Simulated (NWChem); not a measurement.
Species: C2H8BN; SMILES CBNC

```xyz
12

B     -0.7080    -0.6878     0.1383
H     -1.8396    -1.1274     0.2937
C      0.5157    -1.6824     0.0521
H      1.5142    -1.2218    -0.0891
H      0.3535    -2.4030    -0.7789
H      0.5561    -2.3054     0.9721
N     -0.6141     0.7117     0.0494
C      0.5571     1.5477    -0.1328
H     -1.4836     1.2453     0.1203
H      0.7006     2.2534     0.7151
H      0.4948     2.1543    -1.0632
H      1.4643     0.9193    -0.2027
```
Atoms are numbered in this order, from 1.

Program: NWChem. Pople sets run with spherical d functions. Geometry: optimised at PBE-D3(BJ)/def2-SVP. Vzz is the largest principal value of the second derivative of the potential at the nucleus (NWChem prints the opposite sign); η is the asymmetry. Non-relativistic.

```
level                  Vzz B1 (a.u.)  η B1  Vzz N7 (a.u.)  η N7
---------------------  -------------  ----  -------------  ----
Hartree-Fock/def2-SVP          0.416  0.17         -0.720  0.70
Hartree-Fock/cc-pVTZ           0.441  0.15         -0.690  0.78
B3LYP/def2-SVP                     …  0.17              …  0.77
B3LYP/6-31G*                   0.365  0.18         -0.652  0.72
```

Q: Complete the blanks.

A: 
- B3LYP/def2-SVP, Vzz B1 (a.u.): 0.369
- B3LYP/def2-SVP, Vzz N7 (a.u.): -0.642
